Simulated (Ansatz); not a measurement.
Gas-phase electronic energies from Ansatz, PBE0-D4/def2-TZVP geometries. CCSD(T)/CBS adds triple-zeta CCSD(T) − MP2 to the extrapolated MP2 energy (def2 sets, frozen cores). This one scheme is used for every species. Each species was taken in one conformer, which may not be the lowest.

`[SiH3][AlH][SiH]1CO1` + `N[SiH3]` → `[SiH3]N[SiH]1CO1` + `[AlH2][SiH3]`  (cleavage of the Si–Al bond)

| species | MP2/def2-QZVPP energy (Eh) |
| --- | --- |
| `[SiH3][AlH][SiH]1CO1` | -937.42892 |
| `N[SiH3]` | -346.74047 |
| `[SiH3]N[SiH]1CO1` | -750.20120 |
| `[AlH2][SiH3]` | -533.99720 |

(1) Work out ΔE.

Largest T1 diagnostic among the species: 0.016.

Results:

(1) ΔE = (-750.20120) + (-533.99720) − (-937.42892) − (-346.74047) = -0.02901 Eh = -76.2 kJ/mol. CCSD(T)/CBS gives -68.7 kJ/mol.

In def2-TZVPP, CCSD(T) changes the Hartree–Fock value by +22.6 kJ/mol (the triples alone add +4.2 kJ/mol) and MP2 by +15.4 kJ/mol. From PBE to PBE0 (25 % exact exchange), in def2-TZVPP and without D4, ΔE moves by −11.2 kJ/mol.
